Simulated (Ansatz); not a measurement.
Consider the redistribution: `C[Te][SiH2]N` + `O[Si@H](F)[Si@@H](O)F` → `N[SiH2][SiH](O)F` + `C[Te][SiH](O)F`.

Gas-phase electronic energies from Ansatz, PBE0-D4/def2-TZVP geometries. CBS: MP2 limit from def2 TZ/QZ plus the TZ coupled-cluster correction, frozen cores. DFT in def2-TZVPP. B3LYP here is the variant with VWN-RPA as its local correlation; programs differ in this. def2 core potentials past Kr. For Te outer-core shells are correlated without core-valence functions, which leaves a few kJ/mol of doubt a bond. Each species was taken in one conformer, which may not be the lowest.

**Question.** Is it downhill or uphill in electronic energy at CCSD(T)/CBS, and by how much? (Best estimate.)

**Answer.** Computed: Nearly level: ΔE = +0.4 kcal/mol.

**Question.** What do these levels give: PBE-D4, B3LYP-D4, r2SCAN, MP2/def2-TZVPP, CCSD(T)/def2-TZVPP, MP2/def2-QZVPP? (Best estimate.)

**Answer.** Computed: PBE-D4 -0.2, B3LYP-D4 0.5, r2SCAN -0.3, MP2/def2-TZVPP 0.5, CCSD(T)/def2-TZVPP 0.2, MP2/def2-QZVPP 0.6 kcal/mol.

Largest T1 diagnostic among the species: 0.013.

In def2-TZVPP, CCSD(T) changes the Hartree–Fock value by −1.5 kcal/mol (the triples alone add −0.3 kcal/mol) and MP2 by −1.2 kcal/mol.
